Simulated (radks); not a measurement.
Results of a calculation; reference values are marked as such.
How relativity changes the ionisation of the bismuth ion Bi6+ ([Xe] 4f14 5d9) to Bi7+ ([Xe] 4f14 5d8). Spin-unpolarised spherical Kohn-Sham, PBE, point nucleus unless stated (finite: rms radius 5.5211 fm), a radial shooting solver on a logarithmic mesh with Libxc functionals. A level marked "c x" has the speed of light scaled by that factor and shares open shells by 2j + 1; other Dirac levels either fill j = l - 1/2 first or share by 2j + 1.

| level | E(Bi6+) (hartree) | E(Bi7+) (hartree) | IE (eV) | HOMO | <r> HOMO (bohr) |
|---|---|---|---|---|---|
| non-rel. | -20090.8832 | -20086.8735 | 109.11 | 5d | 1.153 |
| scalar-rel. | -21522.0315 | -21518.0877 | 107.32 | 5d | 1.162 |
| scalar-rel., finite nucleus | -21515.5311 | -21511.5872 | 107.32 | 5d | 1.162 |
| Dirac, 2j+1 shares | -21572.7043 | -21568.7630 | 107.25 | 5d5/2 | 1.177 |
| Dirac, low j first | -21572.7535 | -21568.8669 | 105.76 | 5d5/2 | 1.177 |
| Dirac, 2j+1 shares, finite nucleus | -21566.1156 | -21562.1742 | 107.25 | 5d5/2 | 1.177 |
| Dirac, c x 0.85 | -22357.9004 | -22353.9868 | 106.49 | 5d5/2 | 1.188 |
| Dirac, c x 5 | -20139.7856 | -20135.7785 | 109.04 | 5d5/2 | 1.154 |
| Dirac, c x 10 | -20103.0466 | -20099.0376 | 109.09 | 5d5/2 | 1.153 |

NIST Atomic Spectra Database: 103 eV (theoretical). The relativistic part of the total energy of Bi6+ is -1475 hartree (Dirac, 2j+1 shares, finite nucleus), 7.3 % of the non-relativistic value. Spin polarisation and multiplet splitting of open shells are left out at every level.

Beside tabulated values, note that relativity, absent from the non-relativistic runs, is large for the heavy elements, and spin-unpolarised runs miss the spin-polarisation part of the exchange energy of open shells, and scalar-relativistic runs lack spin-orbit coupling.
